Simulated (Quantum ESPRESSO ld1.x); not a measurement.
Results of a calculation; reference values are marked as such.
Orbital energies (hartree) of the palladium ion Pd+, [Kr] 4d9: non-relativistic, with first-order perturbation theory as ld1.x prints it (mass-velocity, Darwin and spin-orbit terms), and from the self-consistent Dirac equation with open shells shared by 2j + 1. Spin-unpolarised spherical Kohn-Sham, PBEsol, point nucleus, ld1.x of Quantum ESPRESSO 7.5.

orbital  non-rel.  first order     Dirac
1s1/2    -861.134     -890.075  -887.506
2s1/2    -123.585     -130.710  -129.909
2p1/2    -114.833     -121.595  -120.547
2p3/2    -114.833     -116.131  -114.694
3s1/2    -22.5015     -24.0068  -23.7545
3p1/2    -19.0039     -20.3459  -20.0598
3p3/2    -19.0039     -19.4004  -19.0396
3d3/2    -12.5418     -12.8369  -12.4921
3d5/2    -12.5418     -12.6326  -12.2886
4s1/2     -3.3057      -3.5936   -3.5479
4p1/2     -2.2265      -2.4490   -2.4057
4p3/2     -2.2265      -2.2973   -2.2413
4d3/2     -0.5450      -0.5736   -0.5479
4d5/2     -0.5450      -0.5556   -0.5302

First order keeps the non-relativistic potential frozen, so it lacks the indirect effect: the contracted s and p shells screen the nucleus better and push d and f levels up in the self-consistent Dirac solution.
